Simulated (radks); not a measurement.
The numbers below are computed, except where a source is named.
Q: The bromine ion Br3+, configuration [Ar] 3d10 4s2 4p1 5s1 (not the ground configuration). Code: a radial shooting solver on a logarithmic mesh with Libxc functionals. Model: scalar-relativistic Kohn-Sham, PBE, spin-polarised, spherical densities, finite nucleus; open shells are filled with parallel spins first; Fermi nuclear charge, rms radius 4.1629 fm. Some entries of the table are withheld. Estimate them.

orbital,occ.,eigenvalue (eV),r(max) (bohr)
1s up,1,-13364.22,0.02791
1s down,1,-13364.10,0.02791
2s up,1,-1778.567,0.1592
2s down,1,-1778.502,0.1592
2p up,3,-1574.175,0.1274
2p down,3,-1574.071,0.1274
3s up,1,-283.0259,0.4839
3s down,1,-282.8601,0.4839
3p up,3,-218.4354,0.4809
3p down,3,-218.2459,0.4809
3d up,5,-111.5539,0.4305
3d down,5,-111.3067,0.4304
4s up,1,-59.5289,(1)
4s down,1,-57.8756,(2)
4p up,1,-44.7261,1.508
4p down,0,-43.0202,1.503
5s up,1,(3),3.219

A: 
(1) 4s up r(max) (bohr): 1.355
(2) 4s down r(max) (bohr): 1.348
(3) 5s up eigenvalue (eV): -22.3152
